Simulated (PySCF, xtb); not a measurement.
ammonium (H₄N+), SMILES [NH4+], charge +1.

GFN2-xTB run with xtb 6.7.1 at its own geometry gives an orbital gap of 14.58 eV.

Geometry optimised at r2SCAN-D4/def2-TZVPD.

**Question.** What does HF/def2-TZVPD (PySCF) give? (The exact figures need the calculation; the answer reports its results.)

**Answer.** gap 23.44 eV (levels -27.19 and -3.75 eV).
